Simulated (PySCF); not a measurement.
## Removing an electron from `CC(C)[AsH2+][GaH3-]`

C3H12AsGa.
Z-matrix (Å and degrees, PBE0-D3(BJ)/def2-SVP geometry), rows numbered from 1:
```
C 
C   1  1.5202
C   2  1.5235  1  113.16
As  2  1.9679  1  112.68  3   124.35
Ga  4  2.5873  2  116.70  1   178.60
H   1  1.1003  2  112.18  3   178.29
H   1  1.1025  2  110.14  3    58.36
H   1  1.1019  2  111.29  3   -60.69
H   2  1.1039  1  109.59  3  -121.76
H   3  1.1016  2  110.07  1   -58.95
H   3  1.1022  2  111.33  1    60.06
H   3  1.1002  2  112.06  1  -179.09
H   4  1.5137  2  100.62  1    48.70
H   4  1.5152  2  100.24  1   -50.69
H   5  1.5768  4   99.53  2  -171.57
H   5  1.5825  4   95.87  2   -51.06
H   5  1.5812  4   97.33  2    67.55
```

Level: CAM-B3LYP/def2-SVPD (PySCF). Frontier orbitals with their largest atomic shares (Löwdin; up to four atoms above 4 %):

| orbital | ε (eV) | main atoms |
| --- | --- | --- |
| HOMO−3 | -10.86 | As4 24 %, C2 23 %, C3 12 %, H14 6 % |
| HOMO−2 | -9.28 | As4 40 %, Ga5 20 %, C2 9 %, H16 6 % |
| HOMO−1 | -9.06 | ? |
| HOMO | -9.05 | ? |
| LUMO | 0.50 | As4 24 %, H13 13 %, Ga5 11 %, H14 11 % |
| LUMO+1 | 1.04 | Ga5 63 %, As4 7 %, H15 6 %, H16 6 % |
| LUMO+2 | 1.12 | Ga5 26 %, As4 26 %, C2 13 %, H14 11 % |

Task: What vertical ionisation energy does ΔSCF give, and how far is −ε(HOMO) from it?

Result: ΔSCF: 9.94 eV (959 kJ/mol; threshold wavelength 125 nm); ⟨S²⟩ of the doublet left behind is 0.774, against 0.75 for a pure doublet. −ε(HOMO) is 9.05 eV, 0.89 eV below it. In exact Kohn–Sham theory the two would be equal; CAM-B3LYP (range-separated hybrid) falls short of its own ΔSCF value by 9 %. Holes in the HOMO−1 and HOMO−2 were tried too where these lie within 1.2 eV of the HOMO; the lowest converged state counts.

Task: On which atoms does the HOMO lie?

Result: HOMO: Ga5 40 %, H17 30 %, H16 22 %, As4 4 %; HOMO−1: Ga5 40 %, H15 35 %, H16 13 %, H17 5 %. These 2 orbitals lie within 0.02 eV of one another. The HOMO−2 lies 0.23 eV lower.

Task: Shift the occupied levels rigidly so that −ε(HOMO) equals the ΔSCF value. What binding energies result?

Result: The shift is +0.89 eV: HOMO 9.94, HOMO−1 9.95, HOMO−2 10.17, HOMO−3 11.75 eV. A rigid shift is only a rough guide to the deeper ionisations.

Task: With α = 106.9 au, estimate the like-pair dispersion coefficient by London's formula C6 = (3/4)α²I.

Result: I = 0.3652 Eh, so C6 ≈ 3130 au, a rough estimate.

Geometry: PBE0-D3(BJ)/def2-SVP, one conformer, isolated molecule. The calculation is non-relativistic, for gallium and arsenic too.

These values come from a run that also computed excited states and ΔSCF ions. On an x86-64 server with one thread, no GPU (shared host), this took 8.8 min of wall time.
